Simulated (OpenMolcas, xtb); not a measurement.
# C2F3Si (SMILES [C]#C[Si](F)(F)F): the dipole moment, rung by rung

C2F3Si has 6 atoms, charge 0, and is taken as a doublet. SMILES: `[C]#C[Si](F)(F)F`. Geometry: relaxed at PBE0-D4/def2-TZVP.

| atom | x (Å) | y (Å) | z (Å) |
| --- | --- | --- | --- |
| C | -0.3302 | -2.3612 | 0.7032 |
| C | -0.1658 | -1.2148 | 0.3565 |
| Si | 0.0786 | 0.4884 | -0.1586 |
| F | -1.0119 | 0.9062 | -1.2049 |
| F | 1.4911 | 0.6645 | -0.8160 |
| F | -0.0198 | 1.4529 | 1.0736 |

Each level gives the dipole moment (D). The values are calculated.

| level | kind | program | value (D) |
| --- | --- | --- | --- |
| GFN0-xTB | semi-empirical | xtb | 3.21 |
| UHF/cc-pVDZ | Hartree–Fock | OpenMolcas | 1.92 |
| USVWN5/cc-pVDZ | LDA | OpenMolcas | 1.14 |
| UBLYP/cc-pVDZ | GGA | OpenMolcas | 1.08 |
| U-r2SCAN/cc-pVDZ | meta-GGA | OpenMolcas | 1.35 |
| UBHLYP/cc-pVDZ | global hybrid | OpenMolcas | 1.62 |
| UPBE0/cc-pVDZ | global hybrid | OpenMolcas | 1.44 |

The values span 1.08 to 3.21 D. Spin contamination of the reference (⟨S²⟩ at least 0.1 too high) touches UHF/cc-pVDZ. Magnitudes only.
